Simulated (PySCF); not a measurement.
Excitation energy of Ca by level of theory

Ca [Ar] 4s2 (1S) → Ca [Ar] 3d1 4s1 (3D), as a difference of total energies. All numbers are calculated (PySCF 2.14, scalar relativity by spin-free X2C-1e, in ANO-RCC-VTZP (6s5p2d1f, 38 functions)). Correlated levels: valence: [Ar] frozen. The calculations carry no spin-orbit coupling.

```csv
method,excitation energy (eV),error (eV)
UHF,2.815,+0.291
MP2 (valence),3.275,+0.751
SCS-MP2 (valence),3.394,+0.870
CCSD (valence),3.541,+1.017
```

Reference: 2.524 eV (measured; NIST levels, between the centres of gravity of the two terms).

Errors of the correlated levels include the incompleteness of this basis and the frozen core.

With two correlated electrons CCSD is exact in that space.
